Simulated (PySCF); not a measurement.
CH4ClGa.
Atom-mapped SMILES: `[CH3:1][GaH:2][Cl:3]` (hydrogens: H4, H5, H6 on C1; H7 on Ga2)

Structure optimised with PBE0-D3(BJ)/def2-SVP, isolated species.

Task: Give the optimised bond lengths and angles.

Result: 
| bond | length (Å) |
| --- | --- |
| C1–Ga2 | 1.951 |
| Ga2–Cl3 | 2.164 |
| C1–H4, C1–H5, C1–H6 | 1.100 |
| Ga2–H7 | 1.561 |

Bonds in one row agree within 0.01 Å and their mean is given. A selection of angles:
| angle | degrees |
| --- | --- |
| Ga2–C1–H4 | 112.1 |
| Ga2–C1–H5 | 108.9 |
| H4–C1–H5 | 108.2 |
| H4–C1–H6 | 109.8 |
| C1–Ga2–Cl3 | 114.5 |
| C1–Ga2–H7 | 131.5 |
| Cl3–Ga2–H7 | 114.0 |

Ga2 (gallium bonded to C, Cl and H) is planar (angles 131.5°, 114.5° and 114.0°, sum 360.0°, 0.01 Å off the plane of its three neighbours).

Not checked by PBE0-D3(BJ)/def2-SVP frequencies.

All values are computed, not measured.
